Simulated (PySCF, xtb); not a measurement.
Ge(H)3(iBu) (C4H12Ge), SMILES CC(C)[CH2][GeH3]. Other conformers were not sampled.

Harmonic wavenumbers (cm⁻¹) from GFN2-xTB (xtb) at its own minimum, in rising order: 51, 127, 168, 222, 254, 354, 367, 448, 464, 504, 636, 779, 793, 863, 871, 884, 947, 988, 1001, 1065, 1091, 1198, 1212, 1254, 1331, 1336, 1404, 1416, 1460, 1486, 1494, 1498, 1505, 1976, 2062, 2062, 2894, 2933, 2952, 2993, 3015, 3022, 3026, 3031, 3033.

Q: What does PySCF with B3LYP-D3(BJ)/def2-SVP give at its own minimum? (Estimate from the structure and the level; the computed values follow.)

A: 27, 130, 165, 246, 261, 358, 369, 449, 486, 508, 663, 805, 811, 842, 893, 899, 928, 969, 980, 1057, 1074, 1199, 1226, 1246, 1347, 1356, 1395, 1406, 1433, 1460, 1469, 1479, 1482, 2118, 2122, 2123, 2997, 3022, 3025, 3035, 3083, 3101, 3105, 3106, 3108. Paired by order, the mean absolute difference is 32 cm⁻¹ and the zero-point energies are 89.3 and 90.6 kcal/mol.
